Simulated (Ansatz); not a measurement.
`Cl[SiH](Cl)C[CH2][GeH3]`, 14 atoms. Charge 0, multiplicity 1. Correlated methods include outer-core shells of Ge, which these sets cover unevenly. Scalar relativity is left out up to krypton. All runs use 3 threads of an AMD EPYC 7R13 on a shared host and a share of an NVIDIA H100 80 GB. Correlated methods freeze the cores. Open-shell runs search over several starts.

Task: How many basis functions does each run have, and how long does it take in Ansatz? RKS PBE0-D4/def2-SVP energy; UKS ωB97M-V/def2-TZVPP energy of the cation; RKS PBE0-D4/def2-TZVP relaxation (11 steps); UKS PBE-D4/def2-TZVPP energy of the cation; UKS ωB97X-V/def2-TZVPP energy of the cation; RKS BLYP-D4/def2-TZVPP energy; RKS ωB97M-V/def2-SVP energy; RHF-CCSD(T)/def2-TZVPP energy; RHF-CCSD(T)/def2-SVP energy; RKS HSE06 (plane-wave form)-D4/def2-TZVPP energy; UHF-CCSD(T)/def2-TZVPP energy of the cation; RKS revPBE-D4/def2-TZVPP energy. (An estimate is asked.)

Result: Computed: Other jobs shared the machine, so times are rough.

| level | job | functions | wall time | peak host memory (GiB) |
| --- | --- | --- | --- | --- |
| RKS PBE0-D4/def2-SVP | energy | 154 | 2.3 s | 0.81 |
| RKS revPBE-D4/def2-TZVPP | energy | 348 | 2.4 s | 0.87 |
| RKS BLYP-D4/def2-TZVPP | energy | 348 | 2.7 s | 0.88 |
| RHF-CCSD(T)/def2-SVP | energy | 154 | 2.7 s | 0.81 |
| RKS HSE06 (plane-wave form)-D4/def2-TZVPP | energy | 348 | 2.8 s | 0.9 |
| RKS ωB97M-V/def2-SVP | energy | 154 | 4 s | 0.88 |
| RHF-CCSD(T)/def2-TZVPP | energy | 348 | 13 s | 0.86 |
| UKS PBE-D4/def2-TZVPP | energy of the cation | 348 | 13 s | 0.97 |
| RKS PBE0-D4/def2-TZVP | relaxation (11 steps) | 269 | 25 s | 0.99 |
| UKS ωB97M-V/def2-TZVPP | energy of the cation | 348 | 25 s | 1.2 |
| UKS ωB97X-V/def2-TZVPP | energy of the cation | 348 | 29 s | 1.2 |
| UHF-CCSD(T)/def2-TZVPP | energy of the cation | 348 | 2.5 min | 1.6 |
